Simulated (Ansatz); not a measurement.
`B[Se][SiH2]C` + `CCSS` → `C[SiH2]CSS` + `B[Se]C`  (formal exchange of groups at the Si–Se bond)

Computed with Ansatz on PBE0-D4/def2-TZVP structures; ΔE is electronic, products minus reactants. CCSD(T)/CBS adds triple-zeta CCSD(T) − MP2 to the extrapolated MP2 energy (def2 sets, frozen cores). Functionals use def2-TZVPP. For Se outer-core shells are correlated without core-valence functions, which leaves a few kJ/mol of doubt a bond. Scalar relativity is left out up to krypton. One conformer a species, not always the lowest.

`B[Se][SiH2]C`:

Cartesian coordinates in Å:
```
B -0.502 -0.650 -2.161
Se -0.751 -1.755 -0.628
Si 0.587 -0.563 0.817
C -0.158 1.103 1.193
H 0.209 0.309 -2.120
H -1.083 -0.962 -3.153
H 0.697 -1.394 2.044
H 1.930 -0.425 0.198
H -0.266 1.688 0.278
H -1.144 0.991 1.649
H 0.482 1.658 1.884
```

`CCSS`:

Cartesian coordinates in Å:
```
C -0.356 -1.054 0.080
C 0.904 -0.221 0.016
S 0.731 1.451 0.695
S -0.521 2.367 -0.625
H -0.173 -2.056 -0.316
H -0.714 -1.148 1.107
H -1.148 -0.600 -0.520
H 1.700 -0.655 0.630
H 1.284 -0.138 -1.004
H -1.707 2.055 -0.065
```

`C[SiH2]CSS`:

Z-matrix (Å, degrees):
```
C
Si 1 1.867
H 1 1.092 2 110.5
H 1 1.092 2 110.9 3 -120.0
H 1 1.093 2 111.0 3 119.9
C 2 1.884 1 110.3 3 -57.0
H 2 1.491 1 110.6 3 -177.0
H 2 1.488 1 110.4 3 63.7
S 6 1.817 2 113.3 1 60.8
H 6 1.097 2 109.5 1 -54.9
H 6 1.092 2 113.1 1 -174.3
S 9 2.035 6 104.0 2 74.6
H 12 1.348 9 99.9 6 -87.9
```

`B[Se]C`:

Cartesian coordinates in Å:
```
B -0.616 0.875 -1.282
Se 1.043 0.347 -0.561
C 0.514 -0.688 1.006
H -1.636 0.551 -0.756
H -0.573 1.538 -2.272
H -0.571 -0.697 1.072
H 0.943 -0.224 1.893
H 0.896 -1.702 0.901
```

(1) Is it downhill or uphill in electronic energy at CCSD(T)/CBS, and by how much? (An estimate is asked.)

(2) What do these levels give: PBE0-D4, ωB97X-V, ωB97M-V, PBE0, HF/def2-TZVPP, HF/def2-QZVPP? (An estimate is asked.)

Largest T1 diagnostic among the species: 0.013.

## Answers

(1) The calculation gave: Uphill: ΔE = +70.6 kJ/mol.

(2) Ansatz gave: PBE0-D4 70.3, ωB97X-V 68.8, ωB97M-V 67.6, PBE0 71.3, HF/def2-TZVPP 78.9, HF/def2-QZVPP 78.7 kJ/mol.

From PBE to PBE0 (25 % exact exchange), in def2-TZVPP and without D4, ΔE moves by +4.8 kJ/mol. In def2-TZVPP, CCSD(T) changes the Hartree–Fock value by −12.2 kJ/mol (the triples alone add −1.7 kJ/mol) and MP2 by −9.1 kJ/mol.
